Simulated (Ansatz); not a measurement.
One change: `[F][GeH2][Cl]` becomes `[OH][GeH2][F]`.

Ansatz, PBE0-D4/def2-TZVP geometries, multiplicity 1. Each molecule was computed in one conformer, which needn't be the lowest.

Scalar relativity is left out up to krypton.

```csv
property,`[F][GeH2][Cl]`
HOMO–LUMO gap (ωB97M-V/def2-TZVPP) / eV,13.12
HOMO–LUMO gap (PBE/def2-TZVPP) / eV,6.55
HOMO–LUMO gap (PBE0/def2-TZVPP) / eV,8.95
zero-point energy (PBE0-D4/def2-TZVP) / kJ/mol,51.5
HOMO energy (B3LYP/def2-TZVPP) / eV,-8.95
HOMO energy (PBE/def2-TZVPP) / eV,-7.80
```

Question: What does the change do to each property? (An estimate is asked.)

Answer: Ansatz gave: 
| property | `[OH][GeH2][F]` | shift |
| --- | --- | --- |
| HOMO–LUMO gap (ωB97M-V/def2-TZVPP) / eV | 13.60 | 0.48 |
| HOMO–LUMO gap (PBE/def2-TZVPP) / eV | 6.97 | 0.42 |
| HOMO–LUMO gap (PBE0/def2-TZVPP) / eV | 9.56 | 0.61 |
| zero-point energy (PBE0-D4/def2-TZVP) / kJ/mol | 84.0 | 32.5 |
| HOMO energy (B3LYP/def2-TZVPP) / eV | -9.04 | -0.09 |
| HOMO energy (PBE/def2-TZVPP) / eV | -7.62 | 0.18 |

With PBE0 the HOMO falls by 0.07 eV and the LUMO rises by 0.54 eV, so the gap widens by about 0.61 eV. PBE moves the HOMO by 0.18 eV and ωB97M-V by -0.19 eV. The zero-point energy changes by 32.5 kJ/mol with +3 modes.

B3LYP here is the variant with VWN-RPA as its local correlation; programs differ in this.
